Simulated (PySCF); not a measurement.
2-cyclohexylacetonitrile, C8H13N.
Bonds: N1–C2 (triple), C2–C3, C3–C4, C4–C5, C5–C6, C6–C7, C7–C8, C8–C9, C4–C9. Hydrogens: H10, H11 on C3; H12 on C4; H13, H14 on C5; H15, H16 on C6; H17, H18 on C7; H19, H20 on C8; H21, H22 on C9.

Method: PySCF 2.14.0, PBE0-D3(BJ)/def2-SVP geometry optimisation, gas phase.

(1) Give the optimised bond lengths and angles.

## Answers

(1) 
```tsv
bond	length (Å)
N1≡C2	1.158
C2–C3	1.458
C3–C4	1.534
C4–C5, C4–C9	1.528
C5–C6, C8–C9	1.525
C6–C7, C7–C8	1.525
C3–H10, C3–H11	1.103
C4–H12	1.106
C5–H13, C9–H21	1.106
C5–H14, C9–H22	1.102
C6–H15, C8–H19	1.105
C6–H16, C8–H20	1.102
C7–H17	1.102
C7–H18	1.105
```

Bonds in one row agree within 0.01 Å and their mean is given. A selection of angles:
```tsv
angle	degrees
N1–C2–C3	178.7
C2–C3–C4	113.4
C3–C4–C5	110.4
C3–C4–C9	112.1
C5–C4–C9	110.7
C4–C5–C6	111.7
C5–C6–C7	111.5
C6–C7–C8	111.2
```

Dihedral angles: C2–C3–C4–C5 175° (antiperiplanar); C3–C4–C5–C6 180° (antiperiplanar); C4–C5–C6–C7 -55° (synclinal); C5–C6–C7–C8 55° (synclinal); C6–C7–C8–C9 -55° (synclinal); C7–C8–C9–C4 55° (synclinal); C3–C4–C9–C8 -179° (antiperiplanar). The mirror-image conformer, all signs reversed, is as good.

The C–C distances run from 1.458 Å (C2–C3, drawn single) to 1.534 Å (C3–C4, drawn single), a spread of 0.076 Å. Of the pairs four or more bonds apart, C2···H22 is among the closest relative to their van der Waals radii: 2.68 Å, 93 % of the sum of Bondi's values. The 6-membered ring C4–C5–C6–C7–C8–C9 has internal angles of 110.7° to 111.7° (sum 668°, against 720° for a flat polygon); it is puckered, 0.23 Å rms from its mean plane, widest ring torsion 55°.

Point group: C1 (no symmetry element, even within 0.4 Å). Whether it is a minimum is left open (no frequencies). One conformer, not necessarily the lowest.
